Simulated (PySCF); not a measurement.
Computed IR spectrum (relative IR intensity) of a molecule C3H5ClSi. Geometry optimised at PBE-D3(BJ)/def2-SVP. Other conformers were not sampled. Method: PBE-D3(BJ)/def2-SVP (PySCF). Frequencies are harmonic and unscaled.

Lines under 2 % of the strongest are left out, and lines within 2 cm⁻¹ are merged.

ν (cm⁻¹): 341 (vw), 439 (w), 538 (m), 568 (m), 680 (vw), 760 (w), 788 (m), 838 (m), 844 (vs), 910 (m), 1207 (w), 2001 (s), 2173 (m), 2197 (m) (against the strongest line: vs over 80 %, s over 45 %, m over 15 %, w over 4 %, vw less)

**Question.** Which structure fits?
A. ClC1=CC[SiH2]1
B. C=C=C([SiH3])Cl
C. C=C=C[SiH2]Cl
D. ClC1=C[SiH2]C1

**Answer.** C, C=C=C[SiH2]Cl
